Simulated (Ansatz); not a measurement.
## Worked example: C2H8AlN + InH(NH2)2 → C2H9AlN2 + InH2(NH2)

Species: C2H8AlN `C[N](C)[AlH2]`, singlet; InH(NH2)2, singlet; C2H9AlN2 `C[N](C)[AlH][NH2]`, singlet; InH2(NH2), singlet. The partners trade H for NH2: Al–H and In–NH2 bonds give way to Al–NH2 and In–H.

Shapes, held fixed at every level: PBE0-D4/def2-TZVP. Flexible molecules stand in one conformer, not always the lowest. Programs: Ansatz 0.2.0. The zero-point and thermal change to 298 K, harmonic and unscaled (PBE0-D4/def2-TZVP), is -0.3 kJ/mol.

At CCSD(T)/def2-TZVPP; 1 Eh = 2625.50 kJ/mol:

| species | energy (Eh) |
| --- | --- |
| C2H8AlN | -377.549598 |
| InH(NH2)2 | -301.841889 |
| C2H9AlN2 | -432.877466 |
| InH2(NH2) | -246.543445 |

Q: Work out ΔH(298 K) of the reaction at this level.

A: 
1. Products less reactants: (-432.877466) + (-246.543445) − [(-377.549598) + (-301.841889)] = -0.029424 Eh = -77.3 kJ/mol.
2. With the thermal change: -77.3 + (-0.3) = -77.6 kJ/mol.

Other levels give -86.0 (BHLYP-D4/def2-TZVPP) to -77.2 kJ/mol (PBE-D4/def2-TZVPP). No measured value is set beside it here. For atoms past krypton def2 sets carry core potentials with scalar relativity. Correlated rows may include outer-core shells of In, which these sets cover unevenly.
